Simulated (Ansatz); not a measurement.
H2O (SMILES O), charge 0, multiplicity 1, relaxed at each level with Ansatz (an electronic-structure program); harmonic frequencies from differences of analytic forces, average atomic masses, frozen cores.

Give the equilibrium geometry, the harmonic frequencies and the zero-point energy at PBE/def2-TZVPP.


(charge 0, multiplicity 1):
```xyz
3

O     -0.001     0.125     0.000
H     -0.761    -0.475     0.000
H      0.766    -0.468     0.000
```
Frequencies (cm⁻¹): 1599, 3709, 3815. Zero-point energy 13.04 kcal/mol.

Give the equilibrium geometry, the harmonic frequencies and the zero-point energy at CCSD(T)/cc-pVQZ.


(charge 0, multiplicity 1):
```xyz
3

O     -0.00056     0.11991     0.00000
H     -0.75321    -0.47261     0.00000
H      0.75763    -0.46550     0.00000
```
Frequencies (cm⁻¹): 1659, 3844, 3951. Zero-point energy 13.52 kcal/mol.
